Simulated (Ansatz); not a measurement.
Geometry optimisation, RKS PBE/def2-SVP in Ansatz 0.2.0.

Input:

```yaml
crystal:
  periodic: [false, false, false]
  atoms:
    - { symbol: Ta, position_ang: [0.0, 0.0, 0.0] }
    - { symbol: "N", position_ang: [2.51, 0.0, 0.0] }
    - { symbol: H, position_ang: [3.04, -0.5118, 0.762] }
    - { symbol: H, position_ang: [3.04, 0.5118, -0.762] }
    - { symbol: "N", position_ang: [0.0, 0.0, 2.16] }
    - { symbol: H, position_ang: [-0.2456, -0.8845, 2.69] }
    - { symbol: H, position_ang: [0.2456, 0.8845, 2.69] }
    - { symbol: Cl, position_ang: [0.0, 0.0, -2.47] }
    - { symbol: Cl, position_ang: [-1.235, 2.139, 0.0] }
    - { symbol: Cl, position_ang: [-1.235, -2.139, 0.0] }
    - { symbol: Si, position_ang: [0.9018, -2.3621, -1.3367] }
    - { symbol: H, position_ang: [0.5766, -3.5337, -0.5285] }
    - { symbol: H, position_ang: [0.2427, -2.4692, -2.635] }
    - { symbol: H, position_ang: [2.3472, -2.291, -1.5299] }
    - { symbol: H, position_ang: [2.2155, -1.2006, -0.6794] }
basis:
  gaussian: { orbitals: def2-SVP }
hamiltonian:
  xc: pbe
relax:
  f_tol: 0.15
  max_steps: 25
  restrain:
    - { distance: [0, 10], at: 3.76, k: 30.0 }
    - { distance: [14, 1], at: 2.26, k: 30.0 }
    - { distance: [0, 1], at: 2.16, k: 30.0 }
    - { distance: [14, 10], at: 1.46, k: 30.0 }
```

Run as:

```bash
$ ansatz run input.yaml --threads 4 --pin off --max-ram 5120MiB --backend cpu --events-out ev --progress --plain --runs-dir out
```

Task: Where does it end, and by what steps?

Result: The run converged. The restraints hold the end off the free minimum; the threshold counts their pulls, which the force column leaves out. Restrained pairs: Ta1–Si11 (2.86 → 3.76 Å), N2–H15 (1.41 → 2.28 Å), Ta1–N2 (2.51 → 2.10 Å), Si11–H15 (1.87 → 1.48 Å). After 16 steps the energy has fallen by 4.314 eV (the restraints' own energy left out); H7 moved furthest, 1.24 Å.

| step | energy less start (eV) | largest force component (eV/Å) | accepted |
| --- | --- | --- | --- |
| 0 | 0.0000 | 2.783 | yes |
| 1 | 0.7585 | 3.409 | yes |
| 2 | 0.6845 | 3.439 | yes |
| 3 | -0.8289 | 3.133 | yes |
| 4 | -2.2842 | 2.252 | yes |
| 5 | -3.1811 | 1.592 | yes |
| 6 | -3.7041 | 1.750 | yes |
| 7 | -4.0104 | 1.777 | yes |
| 8 | -4.1620 | 2.107 | yes |
| 9 | -4.2013 | 1.768 | yes |
| 10 | -4.2623 | 1.928 | yes |
| 11 | -4.2893 | 1.908 | yes |
| 12 | -4.3028 | 1.895 | yes |
| 13 | -4.3080 | 1.862 | yes |
| 14 | -4.3089 | 1.955 | yes |
| 15 | -4.3054 | 1.831 | no |
| 16 | -4.3135 | 1.893 | yes |

```xyz
15
Properties=species:S:1:pos:R:3
Ta -0.063 0.386 -0.019
N 2.020 0.611 0.048
H 2.669 0.127 0.675
H 2.518 1.021 -0.750
N 0.215 -0.346 1.822
H -0.340 -1.098 2.244
H 0.981 -0.081 2.452
Cl 0.115 0.744 -2.365
Cl -1.039 2.416 0.487
Cl -1.722 -1.267 -0.231
Si 1.395 -2.872 -1.202
H 0.906 -3.793 -0.119
H 0.453 -2.893 -2.367
H 2.763 -3.316 -1.648
H 1.534 -1.496 -0.665
```

Run time: 74 s on 4 threads of Arm Neoverse V1, with other jobs on the host, peak memory 0.31 GiB.
